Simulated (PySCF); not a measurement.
# Computed structure and properties of [Lu(H2O)4]3+

System: [Lu(H2O)4]3+ (singlet in the valence; each metal's 4f electrons, 14 of them, lie in its core potential, out of spins and levels); start: displaced along the imaginary mode (S4). Method: PySCF 2.14.0, RKS PBE0, Lu lcecp-1-SVP with ECP60, O def2-SVP, H def2-SVP; non-relativistic Hamiltonian with scalar-relativistic core potentials where named; density fitting; no spin-orbit coupling.

Input of the relaxation:

```python
mol = gto.M(atom='''
Lu     0.00000     0.00000     0.00000
O      1.26881     1.27985     1.28787
H      1.43459     1.17485     2.28478
H      1.84279     2.06338     0.98949
O     -1.26881    -1.28787     1.27985
H     -1.84279    -0.98949     2.06338
H     -1.43459    -2.28478     1.17485
O      1.26881    -1.27985    -1.28787
H      1.84279    -2.06338    -0.98949
H      1.43459    -1.17485    -2.28478
O     -1.26881     1.28787    -1.27985
H     -1.43459     2.28478    -1.17485
H     -1.84279     0.98949    -2.06338''',
    basis={'Lu': 'lcecp-1-SVP', 'O': 'def2-SVP', 'H': 'def2-SVP'},
    ecp={'Lu': 'lcecp-1-SVP'},
    charge=3, spin=0)
mf = dft.RKS(mol, xc='PBE0')
mf.grids.atom_grid = (50, 194)  # f atoms: unpruned, at least (60, 302)
mf = mf.density_fit()  # fitting sets: Lu AutoAux, O def2-universal-JKFIT, H def2-universal-JKFIT
mf.conv_tol = 1e-08; mf.max_cycle = 55
mf.kernel(dm0)  # dm0: converged density of the start geometry
# quasi-Newton relaxation in Cartesian coordinates to a largest gradient under 0.00045 Eh/bohr, steps kept in the point group
```

Run from Python with OMP_NUM_THREADS=2; the lines above give its settings. Where DIIS fails, smearing, a level shift and second-order steps follow.
It took 2.6 min on 2 threads of AMD EPYC 7R43 64-Core Processor (Zen 3), with other jobs on the host, from the converged density of the start.

Course of the relaxation:

| step | energy above end (eV) | largest force component within the symmetry (eV/Å) |
| --- | --- | --- |
| 0 | 0.2343 | 1.329 |
| 1 | 0.0345 | 0.122 |
| 2 | 0.0314 | 0.026 |
| 3 | 0.0292 | 0.125 |
| 4 | 0.0259 | 0.180 |
| 5 | 0.0182 | 0.135 |
| 6 | 0.0119 | 0.100 |
| 7 | 0.0113 | 0.263 |
| 10 | 0.0014 | 0.052 |
| 11 | 0.0010 | 0.073 |
| 12 | 0.0006 | 0.036 |
| 13 | 0.0002 | 0.028 |
| 14 | 0.0000 | 0.013 |
| 15 | 0.0000 | 0.007 |
(The steps between are left out.)

Relaxed geometry (S4):

```xyz
13

Lu    0.0000    0.0000    0.0000
O     1.3126    1.2263    1.2937
H     1.2352    1.3894    2.2622
H     2.1194    1.7311    1.0400
O    -1.3127   -1.2937    1.2262
H    -2.1193   -1.0400    1.7312
H    -1.2352   -2.2622    1.3895
O     1.3126   -1.2263   -1.2937
H     2.1194   -1.7311   -1.0400
H     1.2352   -1.3894   -2.2622
O    -1.3127    1.2937   -1.2262
H    -1.2352    2.2622   -1.3895
H    -2.1193    1.0400   -1.7312
```

```json
{"contact": "Lu1–O2 (H2O)", "Å": "2.214"}
{"contact": "Lu1–O5 (H2O)", "Å": "2.214"}
{"contact": "Lu1–O8 (H2O)", "Å": "2.214"}
{"contact": "Lu1–O11 (H2O)", "Å": "2.214"}
```

On the finer grid (75, 302):

- HOMO: -24.70 eV
- LUMO: -14.96 eV
- Dipole about the centre of mass: 0.00 D
- Set of Mulliken populations of Lu1 outside the core potential: s 2.22, p 6.27, d 0.80, f 0.05
- D3(BJ) dispersion energy (not in the energies): -0.177 eV

| atom | Mulliken (e) | Löwdin (e) | spin (e) |
| --- | --- | --- | --- |
| Lu1 | 1.66 | 1.20 | 0.00 |
| O2 | -0.32 | 0.04 | 0.00 |
| H3 | 0.33 | 0.21 | 0.00 |
| H4 | 0.33 | 0.20 | 0.00 |
| O5 | -0.32 | 0.04 | 0.00 |
| H6 | 0.33 | 0.20 | 0.00 |
| H7 | 0.33 | 0.21 | 0.00 |
| O8 | -0.32 | 0.04 | 0.00 |
| H9 | 0.33 | 0.20 | 0.00 |
| H10 | 0.33 | 0.21 | 0.00 |
| O11 | -0.32 | 0.04 | 0.00 |
| H12 | 0.33 | 0.21 | 0.00 |
| H13 | 0.33 | 0.20 | 0.00 |

The 4f levels lie in the core potential and are missing.

No frequency check is given for this geometry.

Taking off one H2O (charge 0, singlet; the rest: singlet) in vacuum, both parts rigid, costs 3.65 eV; the small basis without counterpoise inflates it. Parting with an electron moved from the ligand to the metal can be far cheaper, even downhill.

One start shape was tried, so this needn't be the lowest isomer.

An lcecp potential fixes the number of 4f electrons, so in runs with it no electron can move into or out of that shell.
